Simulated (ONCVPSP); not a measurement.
**What one change does to a pseudopotential (copper (Cu), ONCV)**

| Property | Result |
| --- | --- |
| Element | Cu |
| Generator | ONCVPSP 4.0.1 |
| Type | optimised norm-conserving Vanderbilt (ONCV) |
| Functional | PBE |
| Relativity | scalar-relativistic |
| Frozen core | [Ne] |
| Valence charge | 19 |
| Reference configuration | 3s2 3p6 3d10 (charge +1) |
| Partial waves | 3s: rc 0.65 bohr, ncon 4, nbas 7, qcut 10.7 1/bohr, 3 projectors, debl 0.6 Ha; 3p: rc 1.00 bohr, ncon 4, nbas 7, qcut 14.3 1/bohr, 1 projector; 3d: rc 1.05 bohr, ncon 4, nbas 8, qcut 15.4 1/bohr, 1 projector |
| Local potential | polynomial inside 0.60 bohr (lpopt 1, dvloc0 3 Ha) |
| Core correction | none |

In the s channel the program set the typed energies aside and used -4.532, 0.250, 0.850 Ha.

All-electron outer shells of the reference configuration (PBE, scalar-relativistic, ld1.x):

```csv
shell,level (eV),outermost node (bohr),outermost maximum (bohr)
3s,-123.32,0.29,0.61
3p,-80.79,0.26,0.62
3d,-13.66,–,0.60
```

Change: s: qcut 7.3; p: qcut 9.8; d: qcut 10.6.

Cutoffs: the cutoffs (Ha) at which the residual kinetic energy of the hardest occupied pseudo-wave falls to 1 and 0.1 mHa per electron; they do not see the model core or the augmentation charge, which bear on the density cutoff. Errors are all-electron minus pseudo energies relative to the spin-unpolarised reference configuration.

Predict the effect on cutoff, ghosts and configuration errors.

The potential gets harder (210 Ha and 273 Ha → 282 Ha and 325 Ha); both files keep a bound ghost (s); of the 4 tests that both files solve, the error grows in 2 and shrinks in 0 by more than 15 % and 0.3 meV (median size 2.2 → 3.6 meV).

```tsv
quantity	base	changed
cutoff, loose	210 Ha	282 Ha
cutoff, tight	273 Ha	325 Ha
loose cutoff by channel	s 210 Ha, p 45 Ha, d 91 Ha	s 282 Ha, p 43 Ha, d 186 Ha
bound ghosts	s	s
GHOST(+) flags under 300 eV	none	none
error for 3s2 3p6 3d10 4s1, meV [ΔE -8.15 eV]	-0.2	+0.5
error for 3s2 3p6 3d9, meV [ΔE 21.33 eV]	-3.6	-6.5
error for 3s2 3p6 3d8, meV [ΔE 60.35 eV]	-8.3	-13
error for 3s2 3p6 3d9 4s1, meV [ΔE 3.43 eV]	+0.7	+0.7
s: phases at 0.66 bohr within 0.05 rad from the reference energy up to (Ha; the scan ends near 5)	to the end of the scan	to the end of the scan
p: phases at 1.01 bohr within 0.05 rad from the reference energy up to (Ha; the scan ends near 5)	3.8	4.0
d: phases at 1.06 bohr within 0.05 rad from the reference energy up to (Ha; the scan ends near 5)	3.9	3.0
```

 A true bound ghost makes a file unfit for plane-wave use even where its test errors are small: the radial tests pick states by their node count and pass the ghost by.
